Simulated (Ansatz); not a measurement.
Gas-phase electronic energies from Ansatz, PBE0-D4/def2-TZVP geometries. CCSD(T)/CBS adds triple-zeta CCSD(T) − MP2 to the extrapolated MP2 energy (def2 sets, frozen cores). DFT in def2-TZVPP. B3LYP here is the variant with VWN-RPA as its local correlation; programs differ in this. For Br, Ge outer-core shells are correlated without core-valence functions, which leaves a few kJ/mol of doubt a bond. Scalar relativity is left out up to krypton.

Consider the cleavage of the B–Ge bond: `[BH2][GeH2][Br]` + `[SiH3]S` → `BS[SiH3]` + `[GeH3][Br]`.

`[BH2][GeH2][Br]`:

Cartesian coordinates in Å:
```
B 1.125 0.292 0.575
Ge -0.565 -0.269 -0.448
Br -2.467 0.696 0.474
H 2.179 -0.141 0.216
H 1.075 1.031 1.508
H -0.540 0.180 -1.920
H -0.807 -1.789 -0.406
```

`[SiH3]S`:

Z-matrix (Å, degrees):
```
Si
S 1 2.137
H 1 1.485 2 111.6
H 1 1.485 2 111.6 3 -122.0
H 1 1.482 2 104.8 3 119.0
H 2 1.344 1 94.7 3 60.9
```

`BS[SiH3]`:

Z-matrix (Å, degrees):
```
Si
S 1 2.156
H 1 1.482 2 109.9
H 1 1.483 2 107.0 3 -119.4
H 1 1.482 2 109.9 3 121.2
B 2 1.775 1 99.5 3 -60.7
H 6 1.192 2 116.9 1 180.0
H 6 1.195 2 121.4 1 0.0
```

`[GeH3][Br]`:

Z-matrix (Å, degrees):
```
Ge
Br 1 2.309
H 1 1.532 2 107.2
H 1 1.532 2 107.2 3 -120.0
H 1 1.532 2 107.2 3 120.0
```

Task: Is it downhill or uphill in electronic energy at CCSD(T)/CBS, and by how much? (Best estimate.)

Result: The calculation gave: Downhill: ΔE = -23.9 kcal/mol.

Task: What do these levels give: BLYP-D4, B3LYP-D4, r2SCAN0-D4, ωB97X-V, PBE, PBE0, B3LYP, r2SCANh, r2SCAN0, CAM-B3LYP, HF/def2-SVP, HF/def2-QZVPP? (An estimate is asked.)

Result: The calculation gave: BLYP-D4 -24.8, B3LYP-D4 -24.5, r2SCAN0-D4 -25.1, ωB97X-V -24.0, PBE -25.1, PBE0 -24.6, B3LYP -24.1, r2SCANh -25.2, r2SCAN0 -25.0, CAM-B3LYP -24.3, HF/def2-SVP -24.3, HF/def2-QZVPP -22.7 kcal/mol.

Largest T1 diagnostic among the species: 0.014.

At CCSD(T), def2-SVP lies −4.0 kcal/mol from the extrapolated value and def2-TZVPP −0.3 kcal/mol. Leaving LDA and LC-ωPBE aside and taking each functional with its dispersion term where it has one, the values, not all of them listed here, spread over 1.9 kcal/mol, from B97M-V to ωB97X-V. LDA lies −1.8 kcal/mol from PBE without D4. In def2-TZVPP, CCSD(T) changes the Hartree–Fock value by −1.7 kcal/mol (the triples alone add −0.9 kcal/mol) and MP2 by −3.1 kcal/mol.
